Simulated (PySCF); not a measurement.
Electron correlation in Ga⁺ (gallium, charge +1)

[Ar] 3d10 4s2, closed-shell 1S. All numbers are calculated (PySCF 2.14, scalar relativity by spin-free X2C-1e, in Sapporo-DKH3-DZP-2012 (6s5p3d1f, 43 functions)). Frozen: [Ar] 3d10; 2 electrons correlated.

Total MP2 correlation energy: -22.03 mhartree.

Same-spin part 0.00 and opposite-spin part -22.03 mhartree; SCS-MP2 scales them by 1/3 and 6/5 to -26.43 mhartree.

With two correlated electrons CCSD is exact within the correlated space (frozen core and kept virtual orbitals).

```csv
level,correlation energy (mhartree)
CCSD,-32.94
```

Diagnostics: T1 = 0.0020, D1 = 0.0028, largest double amplitude 0.096.

Q: Is a single reference adequate?

A: Mostly. T1 lies below 0.03, but a double amplitude of this size points to a near-degeneracy that CCSD handles and MP2 describes poorly.
